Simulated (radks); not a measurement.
Values are calculated unless marked as measured or tabulated.
Spherical quantum dot in the effective-mass picture: electrons in a parabolic well V = omega^2 r^2 / 2 with omega = 1.08, all in effective atomic units (hartree* = m*/eps^2 hartree, bohr* = eps/m* bohr), one dielectric constant everywhere. Level of theory: non-relativistic Kohn-Sham, LDA (Slater exchange, Perdew-Wang correlation), spin-polarised, spherical densities (a radial shooting solver with Libxc functionals). Levels are named by radial order and angular momentum (1s, 1p, 1d, 2s, ...), and open shells are averaged over m. Results are scaled to m* = 0.076 and eps = 4.2, for which hartree* = 117.2 meV and bohr* = 2.924 nm.

N = 16, configuration 1s2 1p6 1d(up 5, down 3). This is the lowest configuration that the search found. Occupied and some empty levels:

level    occupation  eigenvalue (meV)  <r> (nm)
1s up             1            1088.0     4.425
1s down           1            1091.0     4.395
1p up             3            1153.9     5.584
1p down           3            1157.8     5.576
1d up             5            1227.4     6.401
1d down           3            1231.4     6.406
2s up             0            1241.2     5.596
2s down           0            1243.8     5.616
1f up             0            1307.7     7.052
1f down           0            1311.6     7.064
2p up             0            1329.8     6.323
2p down           0            1332.4     6.331

Energy (meV): total 12464.9, kinetic 1798.8, external 4775.5, Hartree 6744.2, exchange-correlation -853.52.
